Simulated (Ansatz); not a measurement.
C₆H₇ClO₂Zr (`[OH][Zr]([OH])([Cl])[c]1ccccc1`), 17 atoms. Total charge 0; spin multiplicity 1. Correlated methods include outer-core shells of Zr, which these sets cover unevenly. Zr takes the def2 core potential. Hardware: A = 4 threads of an AMD EPYC 7R13 on a shared host and a share of an NVIDIA H100 80 GB; B = 4 threads of a server CPU on a shared host. Correlated methods freeze the cores. Open-shell runs search over several starts.

**Question.** How many basis functions does each run have, and how long does it take in Ansatz? UKS B2PLYP (frozen core)/def2-TZVPP energy of the cation [A]; UKS ωB97M-V/def2-TZVPP energy of the cation [A]; RKS CAM-B3LYP-D4/def2-TZVPP energy [A]; direct RPA on PBE orbitals/def2-TZVPP energy [A]; RKS ωB97M-V/def2-QZVPP energy [A]; RKS PBE0-D4/def2-SVP energy [B]; RKS B97M-V/def2-TZVPP energy [A]; UKS PBE0-D4/def2-TZVPP energy of the cation [A]; RHF-CCSD(T)/def2-SVP energy [A]; UKS r2SCAN-D4/def2-TZVPP energy of the cation [A]; RKS PBE0-D4/def2-TZVP relaxation (34 steps) [A]; RKS ωB97M-V/def2-SVP energy [B]. (Estimate.)

**Answer.** The calculation gave: Other jobs shared the machine, so times are rough.

| level | job | functions | wall time | peak host memory (GiB) |
| --- | --- | --- | --- | --- |
| RKS CAM-B3LYP-D4/def2-TZVPP | energy [A] | 444 | 5.5 s | 0.96 |
| RKS B97M-V/def2-TZVPP | energy [A] | 444 | 7 s | 1.1 |
| RHF-CCSD(T)/def2-SVP | energy [A] | 196 | 7 s | 0.82 |
| RKS PBE0-D4/def2-SVP | energy [B] | 196 | 16 s | 0.9 |
| RKS ωB97M-V/def2-QZVPP | energy [A] | 817 | 23 s | 1.5 |
| direct RPA on PBE orbitals/def2-TZVPP | energy [A] | 444 | 35 s | 2.3 |
| RKS ωB97M-V/def2-SVP | energy [B] | 196 | 40 s | 1.1 |
| UKS PBE0-D4/def2-TZVPP | energy of the cation [A] | 444 | 92 s | 1.1 |
| RKS PBE0-D4/def2-TZVP | relaxation (34 steps) [A] | 367 | 2.1 min | 1.1 |
| UKS r2SCAN-D4/def2-TZVPP | energy of the cation [A] | 444 | 3.1 min | 1.3 |
| UKS ωB97M-V/def2-TZVPP | energy of the cation [A] | 444 | 5.3 min | 1.5 |
| UKS B2PLYP (frozen core)/def2-TZVPP | energy of the cation [A] | 444 | 5.5 min | 2.5 |
